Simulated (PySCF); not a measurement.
Ionisation of 2-bromobenzotrifluoride

System: 2-bromobenzotrifluoride, `FC(F)(F)c1ccccc1Br` (C7H4BrF3). Coordinates in Å; atoms count from 1 in this order:
```
F    -2.7346    0.1083    1.1072
C    -2.1465   -0.4194    0.0333
F    -2.7593    0.0724   -1.0446
F    -2.3873   -1.7343    0.0592
C    -0.6619   -0.1378    0.0106
C     0.2297   -1.2125    0.0060
C     1.6050   -1.0023   -0.0187
C     2.1046    0.2967   -0.0386
C     1.2308    1.3806   -0.0341
C    -0.1468    1.1668   -0.0102
Br   -1.2627    2.6862   -0.0069
H    -0.1718   -2.2262    0.0220
H     2.2844   -1.8567   -0.0224
H     3.1820    0.4756   -0.0580
H     1.6113    2.4031   -0.0495
```

These are calculated values, ωB97X-D3(BJ)/ma-def2-SVP in PySCF (grid level 2) at geometries from PBE0-D3(BJ)/def2-SVP. Zero-point and thermal terms (298.15 K, 1 bar) come from unscaled GFN2-xTB harmonic frequencies, with soft modes damped to free rotors in the entropy. These were taken at the GFN2-xTB minima.

Frontier levels of the parent: HOMO -9.74 eV, LUMO 0.59 eV.

Oxidation to the radical cation:
- Vertical ionisation energy (electronic): 9.58 eV
- Adiabatic ionisation energy (with zero-point energy): 9.32 eV
- Adiabatic, electronic part: 9.40 eV
- Vertical gap at the product's structure: 9.21 eV
- Inner reorganisation energy (four-point): 369 meV
- Relaxation of product / of parent: 188 / 181 meV
- ⟨S²⟩ of the product: 0.775
- Largest spin populations: C7 0.36, Br11 0.29, C10 0.23, C9 0.14
- Largest changes of atomic charge: Br11 0.35, C7 0.15
- Distances that move most (Å): C10–Br11 1.885 → 1.822; C9–C10 1.394 → 1.430; C5–C10 1.403 → 1.432; C6–C7 1.391 → 1.419
- Potential in DMSO: 7.13 V absolute (solvation -17 → -224 kJ/mol)

Solvents are IEF-PCM continua (electrostatics only, gas-phase structures); absolute potentials refer to an electron at rest in vacuum.

Measured values (NIST Chemistry WebBook, evaluated or the median of agreeing entries): vertical ionisation energy 9.38 eV (computed 9.58, difference 0.20).

Note: ma-def2-SVP is a small basis, whose errors can reach tens of kJ/mol; spin-orbit coupling is left out of the energies, which matters for open shells on the heavier atoms; atoms from Ga to Kr are treated without relativity.

Hardware: 1 thread of Arm Neoverse V1, shared with other jobs. Command: `OMP_NUM_THREADS=1 python redox_run.py task.json out`. Structures, frequencies and single points: 18 min.
